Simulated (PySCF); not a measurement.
## Ionisation energy of Ge(2+) by level of theory

Ge(2+) [Ar] 3d10 4s2 (1S) → Ge(3+) [Ar] 3d10 4s1 (2S), as a difference of total energies. Calculation: PySCF 2.14, in def2-TZVPPD (7s5p5d1f, 54 functions); the non-relativistic Hamiltonian (point nucleus). Correlated levels: valence: [Ar] 3d10 frozen; valence and next inner shell: [Ne] frozen. The calculations carry no spin-orbit coupling.

```csv
method,ionisation energy (eV)
UHF,31.715
LDA,34.258
PBE,33.863
PBE0,33.511
r2SCAN,33.490
PW91,33.948
revPBE,33.661
wB97X,33.734
SCS-MP2 (valence),32.660
MP2 (valence and next inner shell),32.916
SCS-MP2 (valence and next inner shell),32.991
```

**Question.** Estimate what MP2 (valence) gives.

**Answer.** 32.502 eV, closest to SCS-MP2 (valence) among the rows shown.

**Question.** Estimate what wB97X-V gives.

**Answer.** 33.473 eV, closest to r2SCAN among the rows shown.

These non-relativistic numbers lack the scalar-relativistic shift.

Errors of the correlated levels include the incompleteness of this basis and the frozen core.

MP2 underrates the near-degeneracy of ns² with np² in the lower species.

For comparison: 34.058 eV (measured; NIST Atomic Spectra Database, ionization energies).
